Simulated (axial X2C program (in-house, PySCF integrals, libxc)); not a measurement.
# Outer orbitals of MnH⁻ at 1.766 Å, PBE0

Calculated with an in-house all-electron X2C program for linear molecules (integrals from PySCF). Spin-free means the one-electron spin-free X2C Hamiltonian; two-component (2c) means X2C with spin–orbit coupling and atomic mean-field two-electron Coulomb and Gaunt terms, so the difference of the two also holds small scalar two-electron terms. Basis: Mn dyall-acv3z [10s11p7d4f2g], H dyall-av3z [7s3p2d] (cores contracted in-house); Gaussian nuclei, density fitting, unrestricted open shells. Masses: Mn 54.938 u, H 1.008 u.

The distance is close to the 2c PBE0 minimum; the highest filled and lowest empty levels are listed.

Spin-free orbitals, state M_S = 5/2, Λ = 0 (beyond evenly filled blocks: σα, π+α, π-α, δ+α, δ-α) (Löwdin shares):

```csv
symmetry,occupied,ε (eV),atomic character
σα,yes,-4.89,"77% Mn d, 18% H s, 3% Mn s"
δ+α,yes,-4.70,100% Mn d
δ-α,yes,-4.70,100% Mn d
π+α,yes,-4.52,98% Mn d
π-α,yes,-4.52,98% Mn d
σβ,yes,-3.04,"60% H s, 20% Mn s, 9% Mn d"
σα,yes,-2.66,"37% H s, 37% Mn s, 20% Mn d"
σα,yes,0.41,"52% Mn p, 28% Mn s, 11% H s"
σβ,yes,0.64,"49% Mn s, 19% Mn p, 18% Mn d"
π-β,no,1.80,100% Mn p
π+β,no,1.80,100% Mn p
σβ,no,1.85,"94% Mn p, 5% Mn s"
σα,no,1.88,"96% Mn p, 3% Mn s"
```

The highest filled level is positive, so this functional does not bind it, and the empty levels of an anion are set by the basis.

Spinors with spin–orbit coupling (state Ω = 5/2):

```csv
ω,occupied,ε (eV),atomic character,λ mixture
1/2,yes,-4.89,"77% Mn d, 18% H s, 3% Mn s",100% σ
-3/2,yes,-4.75,100% Mn d,100% δ
5/2,yes,-4.67,100% Mn d,100% δ
-1/2,yes,-4.54,98% Mn d,100% π
3/2,yes,-4.50,98% Mn d,100% π
-1/2,yes,-3.04,"60% H s, 20% Mn s, 9% Mn d",100% σ
1/2,yes,-2.66,"37% H s, 37% Mn s, 20% Mn d",100% σ
1/2,yes,0.41,"52% Mn p, 28% Mn s, 11% H s",100% σ
-1/2,yes,0.64,"49% Mn s, 19% Mn p, 18% Mn d",100% σ
1/2,no,1.80,100% Mn p,100% π
-3/2,no,1.80,100% Mn p,100% π
-1/2,no,1.85,"94% Mn p, 5% Mn s",100% σ
1/2,no,1.88,"97% Mn p, 3% Mn s",100% σ
```

The highest filled level is positive, so this functional does not bind it, and the empty levels of an anion are set by the basis.

Mulliken charges and populations of the two-component result (they depend on the basis, above all on diffuse functions):

Mn -0.68 e (s 7.80 p 12.65 d 5.22), H -0.32 e (s 1.29 p 0.03). ⟨Lz⟩ = 0.00 ħ and ⟨Sz⟩ = 2.50 ħ (2.50 and 0.00 on the two atoms), which add up to Ω.

The state is one determinant whose occupation by symmetry is held fixed; it was picked as the lowest of a PBE0 search that is not exhaustive. Density functionals use the spin component along the axis (collinear). The highest occupied level is positive at some bond lengths even in Hartree–Fock (under at least one Hamiltonian), so the basis set holds the extra electron there; where that holds at Re the anion is at best weakly bound and its constants depend on the basis. Other states lie close and PBE0, whose exact exchange favours high spin, may order them wrongly; the determinant shown need not be the ground state. The nearest other spin-free determinant of the search, M_S = 3/2, Λ = 1, lies 1.00 eV up at the distance of the search. With several unpaired electrons one determinant need not be a pure state. This is the top spin component of a Σ state; components of lower Ω are not single determinants and can lie lower.
